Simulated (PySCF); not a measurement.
How the functional moves excitation energies

Monofluorogermane, FGeH₃.
Z-matrix (Å and degrees, PBE0-D3(BJ)/def2-SVP geometry), rows numbered from 1:
```
F 
Ge  1  1.7441
H   2  1.5357  1  106.60
H   2  1.5355  1  106.71  3  -120.02
H   2  1.5357  1  106.67  3   120.02
```

Linear-response calculations in the def2-SVPD basis (PySCF; singlets by full response, triplets Tamm–Dancoff, core orbitals frozen in the response; HF means time-dependent Hartree–Fock). 'Strongest' is the level of largest summed f among the singlets computed (10 roots, of which the last may lack a degenerate partner); it can jump between rows when another state enters that window. S1 is the lowest singlet of each run and needn't be the same state throughout; f(S1) is that of one state. Isolated species at its PBE0-D3(BJ)/def2-SVP geometry, gas phase. The LDA/def2-SVPD calculation is non-relativistic and has no spin–orbit coupling, an omission that weighs most on germanium.

| functional | kind | S1 (eV) | f(S1) | strongest (eV) | T1 (eV) | HOMO (eV) | gap (eV) | ionisation energy, ΔSCF (eV) |
| --- | --- | --- | --- | --- | --- | --- | --- | --- |
| LDA | LDA | 7.01 | 0.000 | 9.07 | 6.65 | -8.28 | 6.83 | 11.99 |
| PBE | GGA | 7.15 | 0.000 | 9.11 | 6.75 | -8.22 | 7.01 | 11.88 |
| PBE0 | global hybrid, 25% exact exchange | 7.76 | 0.000 | 10.08 | 7.26 | -9.74 | 9.40 | 12.30 |
| BHandHLYP | global hybrid, 50% exact exchange | 8.24 | 0.001 | 10.86 | 7.70 | -11.13 | 11.58 | 12.60 |
| CAM-B3LYP | range-separated hybrid | 7.84 | 0.000 | 10.32 | 7.35 | -11.17 | 11.74 | not settled |
| wB97X-D | range-separated hybrid | 7.96 | 0.000 | 10.42 | 7.57 | -11.65 | 13.13 | 12.46 |
| LC-wPBE | range-separated hybrid | 8.13 | 0.000 | 10.74 | 7.55 | -12.51 | 14.30 | not settled |
| HF | Hartree–Fock | 9.10 | 0.007 | 12.23 | 8.21 | -13.26 | 15.37 | not settled |

Problem. What does B3LYP (global hybrid, 20% exact exchange) give?

Solution. S1 (eV) 7.64, f(S1) 0.000, strongest (eV) 9.86, T1 (eV) 7.20, HOMO (eV) -9.52, gap (eV) 8.90, ionisation energy, ΔSCF (eV) 12.30. S1 runs from 7.01 eV (LDA) to 9.10 eV (HF), a spread of 2.09 eV, while the orbital gap spreads over 8.5 eV. Along PBE (0%), B3LYP (20%), PBE0 (25%), BHandHLYP (50%), HF (100%) S1 rises with the share of exact exchange. −ε(HOMO) comes closest to its own ΔSCF ionisation energy with wB97X-D (-0.81 eV) and misses most with LDA (-3.71 eV). 'Not settled' means that the ion's SCF failed to converge or may have ended in another state than the lowest.
